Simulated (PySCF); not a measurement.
# Correlation energy of Cl⁺ (chlorine, charge +1)

[Ne] 3s2 3p4, high-spin 3P determinant. Computed with PySCF 2.14 in def2-TZVP (5s5p2d1f, 37 functions), with the non-relativistic Hamiltonian (point nucleus). Frozen: [Ne]; 6 electrons correlated.

MP2 pair energies summed by pair of shells (mhartree):

| pair | energy | share (%) |
| --- | --- | --- |
| 3p-3p | -56.79 | 47.0 |
| 3s-3p | -55.01 | 45.5 |
| 3s-3s | -9.07 | 7.5 |

Total MP2 correlation energy: -120.87 mhartree.

Same-spin part -28.03 and opposite-spin part -92.83 mhartree; SCS-MP2 scales them by 1/3 and 6/5 to -120.75 mhartree.

```json
{"level": "CCSD", "correlation energy (mhartree)": "-146.51"}
{"level": "(T)", "correlation energy (mhartree)": "-4.33"}
{"level": "CCSD(T)", "correlation energy (mhartree)": "-150.84"}
```

Diagnostics: T1 = 0.0087, D1 = 0.0281, largest double amplitude 0.060.

Cost of the coupled-cluster step: 0.73 s of wall time on 1 thread of Neoverse-N1 (shared host), for 6 correlated electrons.

Iterations:

```
CC2 = 0
CCSD nocc = (np.int64(4), np.int64(2)), nmo = (32, 32)
frozen orbitals [[0, 1, 2, 3, 4], [0, 1, 2, 3, 4]]
max_cycle = 100
direct = 0
conv_tol = 1e-08
conv_tol_normt = 1e-06
diis_space = 8
diis_start_cycle = 0
Init t2, MP2 energy = -0.120866744734555
Init E_corr(UCCSD) = -0.120866744735235
cycle = 1  E_corr(UCCSD) = -0.140229557908973  dE = -0.0193628132  norm(t1,t2) = 0.0431641
cycle = 2  E_corr(UCCSD) = -0.144542735028134  dE = -0.00431317712  norm(t1,t2) = 0.014296
cycle = 3  E_corr(UCCSD) = -0.146566362560888  dE = -0.00202362753  norm(t1,t2) = 0.00579166
cycle = 4  E_corr(UCCSD) = -0.146507904408225  dE = 5.84581527e-05  norm(t1,t2) = 0.000713291
cycle = 5  E_corr(UCCSD) = -0.146510985115419  dE = -3.08070719e-06  norm(t1,t2) = 9.24743e-05
cycle = 6  E_corr(UCCSD) = -0.146510691415944  dE = 2.93699476e-07  norm(t1,t2) = 1.70166e-05
cycle = 7  E_corr(UCCSD) = -0.146511044524912  dE = -3.53108968e-07  norm(t1,t2) = 2.84275e-06
cycle = 8  E_corr(UCCSD) = -0.146510943983199  dE = 1.00541713e-07  norm(t1,t2) = 7.78349e-07
cycle = 9  E_corr(UCCSD) = -0.146510959224964  dE = -1.52417654e-08  norm(t1,t2) = 1.71634e-07
cycle = 10  E_corr(UCCSD) = -0.146510958502521  dE = 7.22443383e-10  norm(t1,t2) = 3.50058e-08
UCCSD converged
E(UCCSD) = -459.1906590526997  E_corr = -0.1465109585025211
UCCSD(T) correction = -0.00433177803788662
```
